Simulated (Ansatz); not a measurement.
A run for Ansatz (a program for electronic structure): R-CCSD(T)/cc-pV(D+d)Z on FH3SSi (SMILES F[SiH2]S), a point of a torsion scan. Files ending in .json are basis or fitting sets from the Basis Set Exchange.

Ansatz 0.2 input:
```yaml
crystal:
  periodic: [false, false, false]
  atoms:
    - {symbol: F, position_ang: [-1.32466859, 1.29198808, -0.27898621]}
    - {symbol: Si, position_ang: [-0.55403747, -0.07083837, 0.07879792]}
    - {symbol: S, position_ang: [1.49360080, 0.35991100, 0.52564404]}
    - {symbol: H, position_ang: [-1.20872784, -0.58265341, 1.26216834]}
    - {symbol: H, position_ang: [-0.55855345, -0.86061460, -1.12906821]}
    - {symbol: H, position_ang: [1.34246349, 0.55290190, 1.82840975]}
basis:
  gaussian:
    orbitals: cc-pV_D+d_Z.json
magnetization: {spin_polarized: false}
correlation: {method: ccsd_t, electrons: outside_noble_gas}
scf: {lower_state_search: off}
```

Task: What total energy does the run end on?

Result: -788.2136 hartree (reference determinant -787.7473, T1 diagnostic 0.012).
